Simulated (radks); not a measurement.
Species: Ru II. Configuration: [Kr] 4d5 5s2 (not the ground configuration). All-electron calculation, Dirac Kohn-Sham, BLYP, spin-unpolarised, spherical densities, point nucleus; open shells fill j = l - 1/2 first. Program: a radial shooting solver on a logarithmic mesh with Libxc functionals.

Normalised radial functions P(r) = r R(r) (large component), r in bohr:

| r | 4s1/2 | 4d5/2 | 5s1/2 |
|---|---|---|---|
| 0.001755 | 0.0649 | 0.0000 | 0.0220 |
| 0.002682 | 0.0929 | 0.0000 | 0.0315 |
| 0.004131 | 0.1305 | 0.0000 | 0.0442 |
| 0.006313 | 0.1752 | 0.0002 | 0.0594 |
| 0.009723 | 0.2214 | 0.0006 | 0.0751 |
| 0.01486 | 0.2487 | 0.0018 | 0.0843 |
| 0.02289 | 0.2216 | 0.0059 | 0.0750 |
| 0.03497 | 0.0948 | 0.0177 | 0.0320 |
| 0.05387 | -0.1487 | 0.0498 | -0.0507 |
| 0.08231 | -0.3833 | 0.1217 | -0.1299 |
| 0.1268 | -0.3220 | 0.2522 | -0.1077 |
| 0.1937 | 0.1955 | 0.3950 | 0.0694 |
| 0.2984 | 0.6382 | 0.3946 | 0.2127 |
| 0.456 | 0.1268 | 0.0710 | 0.0178 |
| 0.7024 | -0.9208 | -0.4959 | -0.3136 |
| 1.073 | -1.0760 | -0.8539 | -0.1543 |
| 1.653 | -0.4433 | -0.7319 | 0.4252 |
| 2.526 | -0.0679 | -0.3777 | 0.6809 |
| 3.891 | -0.0026 | -0.1073 | 0.4194 |
| 5.946 | 0.0000 | -0.0137 | 0.1073 |
| 9.159 | 0.0000 | -0.0005 | 0.0080 |

4s1/2: eigenvalue -91.282 eV, 3 radial nodes at r = 0.0422, 0.170, 0.480 bohr, <r> = 1.01 bohr, 90 % of the charge inside 1.47 bohr. 4d5/2: eigenvalue -18.082 eV, 1 radial node at r = 0.484 bohr, <r> = 1.51 bohr, 90 % of the charge inside 2.39 bohr. 5s1/2: eigenvalue -13.021 eV, 4 radial nodes at r = 0.0422, 0.169, 0.466, 1.21 bohr, <r> = 2.83 bohr, 90 % of the charge inside 4.15 bohr.
